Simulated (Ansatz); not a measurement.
A short molecular-dynamics run on (HInSe)4 cubane (In4H4Se4).

```yaml
crystal:
  periodic: [false, false, false]
  atoms:
    - {symbol: In, position_ang: [-0.415671, 0.611910, 2.055286]}
    - {symbol: H, position_ang: [-0.745075, 1.095573, 3.682212]}
    - {symbol: Se, position_ang: [1.198352, 2.113527, 0.491519]}
    - {symbol: In, position_ang: [2.148388, -0.306191, -0.248530]}
    - {symbol: H, position_ang: [3.848617, -0.548627, -0.447906]}
    - {symbol: Se, position_ang: [0.769089, -1.766632, 1.559510]}
    - {symbol: In, position_ang: [-1.055878, -1.862529, -0.432292]}
    - {symbol: H, position_ang: [-1.892324, -3.337008, -0.772253]}
    - {symbol: Se, position_ang: [-2.438087, 0.348150, 0.281372]}
    - {symbol: In, position_ang: [-0.676803, 1.556790, -1.374499]}
    - {symbol: H, position_ang: [-1.211187, 2.790149, -2.461962]}
    - {symbol: Se, position_ang: [0.470578, -0.695111, -2.332457]}
basis:
  gaussian: {orbitals: def2-SVP}
hamiltonian: {xc: {name: r2SCAN}, dispersion: d3bjatm}
md: {timestep: 2 fs, n_steps: 15, ensemble: nvt_nose_hoover, temperature: 300, initial_velocities: maxwell_boltzmann, seed: 863}
scf: {omitted_lower_state_checks: [starts]}
```

```sh
$ ansatz run in.yaml --threads 2 --pin off --events-out ev --progress --plain --max-ram 32768MiB --backend cuda --devices 0, --max-vram 18GiB
```

| step | time (fs) | potential energy (eV) | kinetic (eV) | T (K) | conserved (eV) |
| --- | --- | --- | --- | --- | --- |
| 0 | 0.0 | -282144.5844 | 0.3878 | 300 | -282144.1966 |
| 1 | 2.0 | -282144.5588 | 0.3645 | 282 | -282144.1943 |
| 2 | 4.0 | -282144.5324 | 0.3399 | 263 | -282144.1925 |
| 3 | 6.0 | -282144.5317 | 0.3383 | 262 | -282144.1934 |
| 4 | 8.0 | -282144.5423 | 0.3462 | 268 | -282144.1962 |
| 5 | 10.0 | -282144.5244 | 0.3281 | 254 | -282144.1966 |
| 6 | 12.0 | -282144.4764 | 0.2840 | 220 | -282144.1928 |
| 7 | 14.0 | -282144.4503 | 0.2589 | 200 | -282144.1920 |
| 8 | 16.0 | -282144.4571 | 0.2625 | 203 | -282144.1955 |
| 9 | 18.0 | -282144.4499 | 0.2548 | 197 | -282144.1962 |
| 10 | 20.0 | -282144.4145 | 0.2220 | 172 | -282144.1939 |
| 11 | 22.0 | -282144.3827 | 0.1925 | 149 | -282144.1921 |
| 12 | 24.0 | -282144.3821 | 0.1915 | 148 | -282144.1929 |
| 13 | 26.0 | -282144.3998 | 0.2068 | 160 | -282144.1958 |
| 14 | 28.0 | -282144.3951 | 0.2022 | 156 | -282144.1963 |
| 15 | 30.0 | -282144.3633 | 0.1747 | 135 | -282144.1928 |

Velocities are drawn at the set temperature; a run this short doesn't reach equilibrium.

In the def2 sets In takes a core potential; there is no spin–orbit coupling.

Frames (Å, forces in eV/Å):

```xyz
12
time=0.0 fs
In   -0.416    0.612    2.055   -0.006    0.009    0.032
H    -0.745    1.096    3.682    0.035   -0.051   -0.173
Se    1.198    2.114    0.492   -0.113   -0.200   -0.048
In    2.148   -0.306   -0.249    0.033   -0.005   -0.005
H     3.849   -0.549   -0.448   -0.180    0.026    0.022
Se    0.769   -1.767    1.560   -0.074    0.167   -0.147
In   -1.056   -1.863   -0.432   -0.018   -0.030   -0.006
H    -1.892   -3.337   -0.772    0.089    0.156    0.035
Se   -2.438    0.348    0.281    0.231   -0.034   -0.026
In   -0.677    1.557   -1.374   -0.010    0.026   -0.021
H    -1.211    2.790   -2.462    0.056   -0.131    0.115
Se    0.471   -0.695   -2.332   -0.043    0.066    0.221
12
time=2.0 fs
In   -0.417    0.610    2.059   -0.015    0.119    0.303
H    -0.711    1.125    3.715    0.062   -0.155   -0.479
Se    1.203    2.115    0.490   -0.168   -0.227   -0.091
In    2.151   -0.306   -0.251   -0.220    0.026    0.070
H     3.830   -0.567   -0.436    0.054    0.000   -0.011
Se    0.764   -1.767    1.563   -0.060    0.175   -0.170
In   -1.056   -1.862   -0.434   -0.189   -0.366   -0.044
H    -1.918   -3.365   -0.765    0.280    0.477    0.090
Se   -2.437    0.342    0.286    0.231    0.027   -0.033
In   -0.678    1.560   -1.381    0.025   -0.042    0.087
H    -1.221    2.757   -2.495    0.035   -0.061    0.094
Se    0.471   -0.692   -2.329   -0.036    0.029    0.184
12
time=4.0 fs
In   -0.419    0.608    2.062    0.017    0.173    0.384
H    -0.675    1.149    3.729    0.046   -0.202   -0.590
Se    1.208    2.117    0.488   -0.219   -0.254   -0.134
In    2.154   -0.307   -0.253   -0.461    0.060    0.139
H     3.813   -0.585   -0.424    0.276   -0.030   -0.040
Se    0.759   -1.767    1.567   -0.047    0.184   -0.193
In   -1.056   -1.861   -0.436   -0.247   -0.500   -0.033
H    -1.932   -3.376   -0.754    0.354    0.591    0.095
Se   -2.437    0.336    0.290    0.233    0.086   -0.041
In   -0.679    1.562   -1.388    0.074   -0.136    0.223
H    -1.228    2.721   -2.524    0.000    0.035    0.041
Se    0.471   -0.689   -2.325   -0.027   -0.006    0.149
12
time=6.0 fs
In   -0.421    0.606    2.066    0.078    0.158    0.258
H    -0.637    1.164    3.721   -0.001   -0.180   -0.487
Se    1.213    2.119    0.487   -0.267   -0.280   -0.178
In    2.156   -0.307   -0.255   -0.567    0.077    0.191
H     3.806   -0.605   -0.414    0.362   -0.040   -0.052
Se    0.754   -1.768    1.571   -0.032    0.194   -0.217
In   -1.056   -1.860   -0.438   -0.183   -0.422    0.021
H    -1.934   -3.363   -0.739    0.303    0.488    0.055
Se   -2.436    0.330    0.294    0.237    0.145   -0.050
In   -0.681    1.565   -1.394    0.121   -0.220    0.355
H    -1.236    2.687   -2.551   -0.035    0.122   -0.011
Se    0.471   -0.686   -2.321   -0.016   -0.039    0.114
12
time=8.0 fs
In   -0.423    0.604    2.070    0.153    0.072   -0.059
H    -0.599    1.173    3.694   -0.065   -0.087   -0.187
Se    1.217    2.120    0.485   -0.309   -0.303   -0.221
In    2.158   -0.307   -0.257   -0.487    0.060    0.225
H     3.814   -0.626   -0.406    0.258   -0.017   -0.046
Se    0.749   -1.768    1.574   -0.014    0.204   -0.242
In   -1.056   -1.860   -0.439    0.000   -0.142    0.112
H    -1.923   -3.332   -0.722    0.128    0.177   -0.022
Se   -2.435    0.324    0.298    0.242    0.203   -0.060
In   -0.682    1.568   -1.400    0.149   -0.264    0.449
H    -1.246    2.657   -2.579   -0.052    0.167   -0.028
Se    0.472   -0.683   -2.317   -0.004   -0.070    0.078
12
time=10.0 fs
In   -0.424    0.603    2.073    0.222   -0.063   -0.489
H    -0.563    1.179    3.660   -0.127    0.056    0.231
Se    1.221    2.121    0.483   -0.345   -0.323   -0.261
In    2.160   -0.307   -0.260   -0.284    0.017    0.249
H     3.831   -0.648   -0.399    0.031    0.033   -0.030
Se    0.744   -1.768    1.577    0.005    0.212   -0.266
In   -1.057   -1.859   -0.441    0.263    0.271    0.220
H    -1.908   -3.294   -0.706   -0.129   -0.269   -0.119
Se   -2.434    0.318    0.303    0.246    0.260   -0.070
In   -0.683    1.571   -1.406    0.150   -0.254    0.485
H    -1.257    2.634   -2.608   -0.042    0.158    0.010
Se    0.472   -0.680   -2.313    0.009   -0.098    0.040
12
time=12.0 fs
In   -0.426    0.601    2.077    0.267   -0.177   -0.837
H    -0.532    1.187    3.635   -0.164    0.180    0.567
Se    1.226    2.123    0.481   -0.378   -0.339   -0.297
In    2.162   -0.307   -0.262   -0.080   -0.029    0.274
H     3.850   -0.668   -0.394   -0.195    0.085   -0.016
Se    0.739   -1.768    1.581    0.026    0.217   -0.286
In   -1.057   -1.859   -0.443    0.482    0.608    0.307
H    -1.897   -3.267   -0.695   -0.343   -0.637   -0.195
Se   -2.432    0.312    0.307    0.246    0.314   -0.080
In   -0.684    1.573   -1.412    0.129   -0.208    0.475
H    -1.270    2.617   -2.637   -0.010    0.111    0.088
Se    0.472   -0.676   -2.309    0.020   -0.123    0.000
12
time=14.0 fs
In   -0.427    0.599    2.080    0.284   -0.179   -0.879
H    -0.508    1.202    3.631   -0.171    0.191    0.593
Se    1.230    2.124    0.479   -0.408   -0.354   -0.325
In    2.164   -0.307   -0.263    0.033   -0.056    0.305
H     3.861   -0.685   -0.389   -0.324    0.119   -0.010
Se    0.734   -1.768    1.584    0.047    0.215   -0.302
In   -1.057   -1.858   -0.445    0.497    0.605    0.331
H    -1.900   -3.263   -0.691   -0.352   -0.658   -0.205
Se   -2.431    0.306    0.311    0.236    0.362   -0.090
In   -0.685    1.576   -1.418    0.104   -0.156    0.455
H    -1.283    2.604   -2.662    0.026    0.058    0.173
Se    0.472   -0.674   -2.305    0.029   -0.148   -0.045
12
time=16.0 fs
In   -0.429    0.597    2.083    0.288   -0.050   -0.602
H    -0.490    1.223    3.650   -0.160    0.073    0.295
Se    1.233    2.124    0.476   -0.438   -0.368   -0.344
In    2.166   -0.307   -0.265    0.015   -0.051    0.342
H     3.860   -0.698   -0.385   -0.316    0.122   -0.014
Se    0.729   -1.768    1.587    0.066    0.206   -0.312
In   -1.057   -1.857   -0.446    0.296    0.248    0.292
H    -1.916   -3.285   -0.695   -0.144   -0.316   -0.149
Se   -2.429    0.301    0.315    0.218    0.404   -0.102
In   -0.686    1.578   -1.424    0.090   -0.127    0.458
H    -1.296    2.593   -2.681    0.049    0.029    0.226
Se    0.473   -0.671   -2.301    0.036   -0.170   -0.091
12
time=18.0 fs
In   -0.430    0.595    2.086    0.294    0.130   -0.218
H    -0.478    1.248    3.681   -0.149   -0.094   -0.111
Se    1.237    2.125    0.474   -0.467   -0.383   -0.355
In    2.168   -0.307   -0.267   -0.134   -0.012    0.384
H     3.846   -0.706   -0.381   -0.172    0.092   -0.025
Se    0.724   -1.767    1.589    0.086    0.194   -0.318
In   -1.056   -1.856   -0.447    0.032   -0.209    0.233
H    -1.938   -3.320   -0.704    0.126    0.130   -0.072
Se   -2.428    0.295    0.319    0.194    0.439   -0.116
In   -0.687    1.581   -1.429    0.098   -0.136    0.508
H    -1.306    2.583   -2.690    0.049    0.037    0.228
Se    0.473   -0.668   -2.297    0.042   -0.189   -0.139
12
time=20.0 fs
In   -0.431    0.593    2.089    0.304    0.276    0.066
H    -0.472    1.269    3.707   -0.141   -0.224   -0.415
Se    1.240    2.125    0.471   -0.493   -0.397   -0.361
In    2.170   -0.308   -0.268   -0.372    0.051    0.428
H     3.826   -0.711   -0.379    0.062    0.036   -0.041
Se    0.719   -1.767    1.592    0.107    0.181   -0.322
In   -1.056   -1.855   -0.449   -0.162   -0.544    0.191
H    -1.955   -3.349   -0.716    0.322    0.454   -0.011
Se   -2.426    0.290    0.323    0.170    0.470   -0.132
In   -0.688    1.583   -1.435    0.130   -0.184    0.606
H    -1.315    2.575   -2.692    0.025    0.082    0.177
Se    0.473   -0.665   -2.293    0.047   -0.202   -0.185
12
time=22.0 fs
In   -0.432    0.591    2.091    0.314    0.346    0.165
H    -0.471    1.282    3.717   -0.136   -0.277   -0.530
Se    1.243    2.126    0.468   -0.517   -0.411   -0.364
In    2.172   -0.308   -0.270   -0.600    0.115    0.469
H     3.808   -0.714   -0.377    0.289   -0.020   -0.055
Se    0.714   -1.766    1.594    0.130    0.168   -0.328
In   -1.056   -1.855   -0.450   -0.237   -0.678    0.179
H    -1.959   -3.361   -0.729    0.395    0.574    0.016
Se   -2.424    0.285    0.327    0.151    0.498   -0.149
In   -0.689    1.585   -1.440    0.177   -0.254    0.732
H    -1.323    2.570   -2.686   -0.015    0.147    0.094
Se    0.474   -0.662   -2.289    0.051   -0.209   -0.229
12
time=24.0 fs
In   -0.433    0.590    2.094    0.322    0.328    0.062
H    -0.476    1.284    3.707   -0.134   -0.240   -0.437
Se    1.246    2.126    0.465   -0.535   -0.423   -0.362
In    2.174   -0.308   -0.271   -0.696    0.148    0.500
H     3.802   -0.718   -0.378    0.380   -0.046   -0.059
Se    0.709   -1.766    1.597    0.155    0.158   -0.336
In   -1.056   -1.854   -0.451   -0.188   -0.600    0.202
H    -1.949   -3.350   -0.741    0.338    0.479    0.006
Se   -2.423    0.281    0.331    0.136    0.522   -0.169
In   -0.690    1.587   -1.445    0.219   -0.319    0.848
H    -1.331    2.571   -2.677   -0.051    0.204    0.017
Se    0.474   -0.660   -2.285    0.054   -0.211   -0.272
12
time=26.0 fs
In   -0.434    0.588    2.097    0.330    0.225   -0.228
H    -0.486    1.277    3.681   -0.134   -0.117   -0.152
Se    1.249    2.126    0.462   -0.547   -0.431   -0.356
In    2.175   -0.308   -0.272   -0.600    0.132    0.516
H     3.810   -0.723   -0.381    0.277   -0.025   -0.050
Se    0.704   -1.765    1.599    0.182    0.148   -0.345
In   -1.056   -1.854   -0.452   -0.022   -0.319    0.266
H    -1.925   -3.322   -0.753    0.159    0.178   -0.046
Se   -2.421    0.276    0.334    0.125    0.543   -0.190
In   -0.691    1.589   -1.449    0.237   -0.349    0.916
H    -1.341    2.579   -2.667   -0.064    0.221   -0.016
Se    0.474   -0.657   -2.282    0.057   -0.206   -0.315
12
time=28.0 fs
In   -0.435    0.586    2.100    0.342    0.070   -0.630
H    -0.500    1.265    3.648   -0.140    0.060    0.249
Se    1.251    2.125    0.459   -0.555   -0.436   -0.344
In    2.176   -0.308   -0.273   -0.378    0.082    0.522
H     3.828   -0.730   -0.386    0.045    0.030   -0.031
Se    0.700   -1.764    1.601    0.212    0.139   -0.354
In   -1.056   -1.853   -0.453    0.218    0.098    0.362
H    -1.895   -3.287   -0.767   -0.099   -0.262   -0.132
Se   -2.419    0.272    0.338    0.116    0.559   -0.213
In   -0.691    1.591   -1.454    0.220   -0.328    0.920
H    -1.354    2.596   -2.658   -0.042    0.183    0.011
Se    0.475   -0.655   -2.278    0.061   -0.195   -0.360
12
time=30.0 fs
In   -0.435    0.585    2.102    0.358   -0.052   -0.954
H    -0.521    1.256    3.625   -0.146    0.205    0.571
Se    1.253    2.125    0.455   -0.560   -0.439   -0.325
In    2.177   -0.308   -0.274   -0.152    0.032    0.523
H     3.849   -0.735   -0.393   -0.188    0.084   -0.010
Se    0.695   -1.764    1.603    0.242    0.126   -0.360
In   -1.055   -1.853   -0.454    0.409    0.447    0.453
H    -1.869   -3.261   -0.786   -0.311   -0.629   -0.212
Se   -2.417    0.268    0.342    0.101    0.570   -0.239
In   -0.692    1.593   -1.458    0.177   -0.268    0.878
H    -1.368    2.620   -2.648    0.006    0.104    0.080
Se    0.475   -0.653   -2.275    0.064   -0.181   -0.405
```

Hardware: 2 threads of AMD EPYC 7R13 on a shared host and a share (18 GiB) of an NVIDIA H100 80GB HBM3. Wall time 52 s, peak host memory 0.95 GiB.
